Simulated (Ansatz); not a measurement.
Start from `[OH][Al]1[CH2][GaH]1` and change one atom or group to get `[F][Al]1[CH2][GaH]1`.

Ansatz, PBE0-D4/def2-TZVP geometries, multiplicity 1. Each molecule was computed in one conformer, which needn't be the lowest.

Scalar relativity is left out up to krypton.

```csv
property,`[OH][Al]1[CH2][GaH]1`
HOMO energy (ωB97M-V/def2-TZVPP) / eV,-7.63
HOMO–LUMO gap (B3LYP/def2-TZVPP) / eV,3.43
LUMO energy (B3LYP/def2-TZVPP) / eV,-2.15
HOMO–LUMO gap (PBE/def2-TZVPP) / eV,2.12
LUMO energy (ωB97M-V/def2-TZVPP) / eV,-0.20
HOMO energy (B3LYP/def2-TZVPP) / eV,-5.58
```

Problem. What does the change do to each property? (Estimate.)

Solution. Ansatz gave: 
| property | `[F][Al]1[CH2][GaH]1` | shift |
| --- | --- | --- |
| HOMO energy (ωB97M-V/def2-TZVPP) / eV | -7.97 | -0.34 |
| HOMO–LUMO gap (B3LYP/def2-TZVPP) / eV | 3.52 | 0.09 |
| LUMO energy (B3LYP/def2-TZVPP) / eV | -2.40 | -0.25 |
| HOMO–LUMO gap (PBE/def2-TZVPP) / eV | 2.19 | 0.07 |
| LUMO energy (ωB97M-V/def2-TZVPP) / eV | -0.43 | -0.23 |
| HOMO energy (B3LYP/def2-TZVPP) / eV | -5.92 | -0.34 |

With PBE0 the HOMO falls by 0.34 eV and the LUMO falls by 0.24 eV, so the gap widens by about 0.10 eV. PBE moves the HOMO by -0.33 eV and ωB97M-V by -0.34 eV. The zero-point energy changes by -29.0 kJ/mol with -3 modes.

B3LYP here is the variant with VWN-RPA as its local correlation; programs differ in this.
